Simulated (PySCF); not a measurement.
**Question.** Write Cartesian coordinates for `O=C[Si@@H]1C[C@@H]1F` as optimised with PBE0-D3(BJ)/def2-SVP.

**Answer.** 
```xyz
11
C3H5FOSi angstrom
O      2.983    0.675    0.475
C      1.909    0.137    0.569
Si     0.382    0.658   -0.441
C     -1.244    0.231    0.404
C     -0.875   -0.729   -0.696
F     -0.567   -1.999   -0.307
H      1.751   -0.729    1.271
H      0.502    1.789   -1.391
H     -1.145   -0.175    1.419
H     -2.144    0.841    0.272
H     -1.514   -0.724   -1.589
```

Orientation and origin are arbitrary. Atoms count from 1 in this order. The C–Si distances run from 1.882 Å (Si3–C4, drawn single) to 1.903 Å (C2–Si3, drawn single), a spread of 0.021 Å. Si3 (SiH silicon) has angles from 47.1° to 122.1°. The 3-membered ring Si3–C4–C5 has internal angles of 47.1° to 66.7°.

Bonds between heavy atoms (Å): O1=C2 1.205, C2–Si3 1.903, Si3–C4 1.882, C4–C5 1.506, C5–F6 1.363, Si3–C5 1.889.

Level of theory: PySCF 2.14.0, PBE0-D3(BJ)/def2-SVP geometry optimisation, gas phase.

Point group: C1 (no symmetry element, even within 0.4 Å). No PBE0-D3(BJ)/def2-SVP frequencies stand behind this structure, so it isn't proved a minimum. One conformer, not necessarily the lowest (O1–C2–Si3–C4 -154°).
